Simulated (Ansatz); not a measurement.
Start from `[F][Mo](=[S])([Cl])([Cl])[Cl]` and change one atom or group to get `[F][Mo]([F])(=[S])([Cl])[Cl]`.

Ansatz, PBE0-D4/def2-TZVP geometries, multiplicity 1. 

Elements past krypton have def2 core potentials.

| property | `[F][Mo](=[S])([Cl])([Cl])[Cl]` |
| --- | --- |
| LUMO energy (ωB97M-V/def2-TZVPP) / eV | -2.94 |
| ideal-gas entropy at 298 K and 1 bar (rigid rotor, harmonic PBE0-D4/def2-TZVP) / J/(mol·K) | 392 |
| HOMO–LUMO gap (PBE/def2-TZVPP) / eV | 2.06 |
| HOMO–LUMO gap (B3LYP/def2-TZVPP) / eV | 3.53 |
| LUMO energy (B3LYP/def2-TZVPP) / eV | -5.14 |
| HOMO energy (PBE0/def2-TZVPP) / eV | -8.94 |

(1) What does the change do to each property? (Estimate.)

## Answers

(1) Ansatz gave: 
| property | `[F][Mo]([F])(=[S])([Cl])[Cl]` | shift |
| --- | --- | --- |
| LUMO energy (ωB97M-V/def2-TZVPP) / eV | -2.73 | 0.21 |
| ideal-gas entropy at 298 K and 1 bar (rigid rotor, harmonic PBE0-D4/def2-TZVP) / J/(mol·K) | 380 | -12 |
| HOMO–LUMO gap (PBE/def2-TZVPP) / eV | 2.35 | 0.29 |
| HOMO–LUMO gap (B3LYP/def2-TZVPP) / eV | 3.83 | 0.30 |
| LUMO energy (B3LYP/def2-TZVPP) / eV | -5.03 | 0.11 |
| HOMO energy (PBE0/def2-TZVPP) / eV | -9.12 | -0.18 |

With PBE0 the HOMO falls by 0.18 eV and the LUMO rises by 0.13 eV, so the gap widens by about 0.31 eV. PBE moves the HOMO by -0.18 eV and ωB97M-V by -0.17 eV.

B3LYP here is the variant with VWN-RPA as its local correlation; programs differ in this.
